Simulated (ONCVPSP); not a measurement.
## Plane-wave convergence, ONCV potential for magnesium

Mg (Z = 12), optimised norm-conserving Vanderbilt (ONCV), made with ONCVPSP 4.0.1 (LDA (Perdew-Zunger), scalar-relativistic). Core [He], reference 2s2 2p6 3s2. Waves: 2s+3s: rc 1.20 bohr, ncon 4, nbas 7, qcut 7.5 1/bohr, 2 projectors; 2p: rc 0.65 bohr, ncon 3, nbas 7, qcut 19.1 1/bohr, 2 projectors, debl 2.5 Ha. Local part: polynomial inside 0.60 bohr (lpopt 5, dvloc0 0 Ha). Core correction: Teter function fitted to the true core (icmod 2), fcfact 0.6.

Problem. For each optimised wave give the share of its norm inside rc, the residual kinetic energy above qcut (Ha) and the cutoffs (Ha) for errors of 10, 1, 0.1 and 0.01 mHa per electron.

Solution.

| wave | norm inside rc | residual KE | 10 mHa | 1 mHa | 0.1 mHa | 0.01 mHa |
| --- | --- | --- | --- | --- | --- | --- |
| 2s | 0.929 | 1.5e-05 | 15.6 | 20.9 | 25.2 | 29.9 |
| 3s | 0.029 | 7.8e-06 | 9.5 | 14.9 | 19.5 | 24.4 |
| 2p | 0.538 | 7.4e-06 | 110.1 | 137.9 | 158.9 | 178.7 |
| p projector 2 | 0.068 | 2.2e-06 | 88.8 | 122.1 | 149.2 | 169.4 |

The occupied waves need 138 Ha and 159 Ha for 1 and 0.1 mHa.
